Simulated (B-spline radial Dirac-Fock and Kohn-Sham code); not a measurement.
**Ionisation of each subshell: Ir⁺**

System: Ir⁺, 1s2 2s2 2p6 3s2 3p6 3d10 4s2 4p6 4d10 4f14 5s2 5p6 5d7 6s1, inside a Watson sphere of charge -1 and radius 2.7 Å (a model of the Madelung potential; inside it an electron's potential energy is raised by 5.3 eV); nuclear rms radius 5.4032 fm (A = 193).

Input of the calculation (task.json; shells as n, l, electrons):

```json
{"items": [{
  "Z": 77,
  "q": 1,
  "cfg": [[1, 0, 2], [2, 0, 2], [2, 1, 6], [3, 0, 2], [3, 1, 6], [3, 2, 10], [4, 0, 2], [4, 1, 6], [4, 2, 10], [4, 3, 14], [5, 0, 2], [5, 1, 6], [5, 2, 7], [6, 0, 1]],
  "A": 193,
  "rrms": 5.4032,
  "watson": [-1, 2.7],
  "do": ["binding"]
}]}
```

Run with: `python xray_run.py task.json out`

The computed values come from an atomic code on a B-spline grid: Dirac-Fock energy differences between relaxed states, corrected for Breit and QED terms. Electron correlation is not included. Energies are counted from the vacuum level. Subshells whose hole state is unreliable or did not converge are left out.

All terms are in eV, carry their sign (relaxation lowers the binding energy) and add up to the binding energy; ⟨r⟩ is the mean radius of the orbital in the initial state.

| subshell | −ε (Koopmans) | relaxation | Gaunt | retardation | QED | binding energy | ⟨r⟩ (bohr) |
| --- | --- | --- | --- | --- | --- | --- | --- |
| K (1s) | 76612.7 | -91.96 | -288.06 | 26.57 | -137.55 | 76121.7 | 0.017 |
| L1 (2s) | 13546.3 | -55.60 | -31.97 | 2.29 | -20.50 | 13440.5 | 0.073 |
| L2 (2p1/2) | 12948.9 | -60.29 | -54.95 | 5.81 | -0.20 | 12839.2 | 0.060 |
| L3 (2p3/2) | 11318.3 | -56.81 | -37.32 | 8.07 | -2.12 | 11230.1 | 0.069 |
| M1 (3s) | 3236.0 | -31.77 | -5.77 | 0.37 | -4.76 | 3194.1 | 0.190 |
| M2 (3p1/2) | 2969.8 | -32.88 | -10.23 | 0.94 | -0.17 | 2927.4 | 0.180 |
| M3 (3p3/2) | 2607.6 | -30.99 | -6.61 | 1.52 | -0.54 | 2571.0 | 0.195 |
| M5 (3d5/2) | 2091.5 | -33.25 | -2.97 | 0.43 | 0.15 | 2055.9 | 0.175 |
| N1 (4s) | 727.8 | -13.85 | -1.16 | 0.07 | -1.16 | 711.7 | 0.423 |
| N2 (4p1/2) | 614.4 | -13.70 | -2.12 | 0.20 | -0.02 | 598.8 | 0.427 |
| N3 (4p3/2) | 527.8 | -12.52 | -1.23 | 0.33 | -0.11 | 514.3 | 0.459 |
| N5 (4d5/2) | 325.6 | -11.92 | -0.26 | 0.05 | 0.05 | 313.5 | 0.483 |
| N6 (4f5/2) | 87.28 | -11.16 | 0.19 | -0.05 | 0.06 | 76.32 | 0.527 |
| N7 (4f7/2) | 83.98 | -10.95 | 0.30 | -0.05 | 0.05 | 73.33 | 0.534 |
| O2 (5p1/2) | 80.46 | -3.41 | -0.28 | 0.02 | 0.01 | 76.80 | 1.079 |
| O3 (5p3/2) | 66.28 | -2.88 | -0.13 | 0.04 | -0.01 | 63.31 | 1.173 |
| O4,5 (5d) | 15.55 | -1.55 | 0.01 | 0.00 | 0.01 | 14.01 | 1.669 |
| P1 (6s) | 10.62 | -0.23 | -0.01 | 0.00 | -0.02 | 10.35 | 2.843 |

For the deepest level, K (1s), the Breit terms make up -0.344 % of the binding energy, QED -0.181 % and orbital relaxation -0.121 %.
